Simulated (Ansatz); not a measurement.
This triplet is an excited state, 1.13 eV above the relaxed singlet at the level frozen-core CCSD(T)/cc-pVTZ // B3LYP-D3(BJ)/def2-TZVP (Ansatz, a program for electronic structure).

Species: CHFGeO, SMILES `O=[CH][Ge][F]` (excited triplet; O–C–Ge–F torsion 180°) (charge 0, multiplicity 3).

Problem. Give a relaxed geometry from B3LYP-D3(BJ)/def2-TZVP (Ansatz).

Solution. Several could match; the one computed here: the end point of this relaxation, one of several conformers (outside a Z-matrix the atoms follow the SMILES, hydrogens last).
Cartesian coordinates (Å) in one orientation:
```xyz
5

O     -1.826    -0.572     0.197
C     -0.748    -0.114    -0.046
Ge     1.077    -0.553     0.829
F      2.011     0.586    -0.171
H     -0.514     0.653    -0.809
```
